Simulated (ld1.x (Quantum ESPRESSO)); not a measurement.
# Building the ultrasoft potential for titanium (Ti) (PBE, fully relativistic).

* Element: Ti (Z = 22)
* Generator: ld1.x (Quantum ESPRESSO) 7.5
* Type: ultrasoft
* Functional: PBE
* Relativity: fully relativistic
* Frozen core: [Ar]
* Valence charge: 4
* Reference configuration: 3d1 4s0 4p0 (charge +3)
* Partial waves: 4s (bound, empty): rcut 2.82, rcutus 3.50 bohr; 4s channel at -0.9 Ry: rcut 2.82, rcutus 3.50 bohr; 4p (bound, empty): rcut 2.94, rcutus 3.42 bohr; 4p channel at 1.15 Ry: rcut 2.94, rcutus 3.42 bohr; 3d (bound): rcut 1.64, rcutus 2.06 bohr; 3d channel at -2 Ry: rcut 1.64, rcutus 2.06 bohr; 4f channel at 0.25 Ry: rc 2.54 bohr
* Local potential: the f channel
* Core correction: none
* Augmentation charge: built from norm-conserving waves at rcut, not smoothed further

Open shells are filled in proportion to 2j + 1 (rel_dist='average').

All-electron outer shells of the reference configuration (PBE, scalar-relativistic, ld1.x):

```tsv
shell	level (eV)	outermost node (bohr)	outermost maximum (bohr)
3p	-70.92	0.37	0.89
3d	-34.69	–	0.92
4s	-26.44	1.20	2.39
4p	-20.90	1.30	2.67
```

**Question.** Does the generator finish with these settings?

**Answer.** Yes, a potential is produced and its reference levels are reproduced.

**Question.** Estimate the cutoffs (Ry, on a coarse ladder) from which the occupation-weighted sum of valence levels, in a spherical-Bessel basis at the reference potential, stays within 10 and 1 mRy of its value at 400 Ry.

**Answer.** 21 Ry and 25 Ry.

**Question.** What does a ghost test show?

**Answer.** Ghost states, extra bound levels that the all-electron valence spectrum of the same l lacks: s at -32.4 eV, p1/2 at -25.5 eV, p3/2 at -25.4 eV. A true bound ghost makes a file unfit for plane-wave use.

**Question.** Is the overlap operator S = 1 + Σ q|β⟩⟨β| positive definite (Bessel basis up to 400 Ry)?

**Answer.** Yes: its lowest eigenvalue is 0.07 (s channel).

Its largest configuration-test error is +945 meV (3d2 4s2 4p0). Test run stopped at test 4 of 7 (negative rho).
